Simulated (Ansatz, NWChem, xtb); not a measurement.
# SiCl4 (silicon tetrachloride): the HOMO–LUMO gap, rung by rung

The species is SiCl4 (5 atoms), meant as a singlet with charge 0. SMILES: `Cl[Si](Cl)(Cl)Cl`. The coordinates come from a PBE0-D4/def2-TZVP relaxation.

Quantity: the HOMO–LUMO gap, in eV. The values are calculated.

```json
{"level": "GFN2-xTB", "kind": "semi-empirical", "program": "xtb", "value (eV)": "7.08", "CPU time": "under 2 s"}
{"level": "HF/cc-pVDZ", "kind": "Hartree–Fock", "program": "Ansatz", "value (eV)": "16.49", "CPU time": "3 s"}
{"level": "SVWN5/cc-pVDZ", "kind": "LDA", "program": "Ansatz", "value (eV)": "6.40", "CPU time": "3.2 s"}
{"level": "revPBE/cc-pVDZ", "kind": "GGA", "program": "Ansatz", "value (eV)": "6.59", "CPU time": "4.8 s"}
{"level": "r2SCAN/cc-pVDZ", "kind": "meta-GGA", "program": "Ansatz", "value (eV)": "7.29", "CPU time": "9.4 s"}
{"level": "BHLYP/cc-pVDZ", "kind": "global hybrid", "program": "Ansatz", "value (eV)": "11.39", "CPU time": "7.1 s"}
{"level": "wB97X/cc-pVDZ", "kind": "range-separated hybrid", "program": "NWChem", "value (eV)": "13.66", "CPU time": "2.8 min"}
{"level": "PBE-QIDH/cc-pVDZ", "kind": "double hybrid", "program": "Ansatz", "value (eV)": "13.42", "CPU time": "9.3 s"}
```

The values span 6.40 to 16.49 eV. Orbital gaps aren't excitation energies, and those of double hybrids come from the SCF part alone; they tend to grow with the share of exact exchange. CPU times are rough (shared hosts, several kinds of processor): they show what a rung costs within a factor of a few.
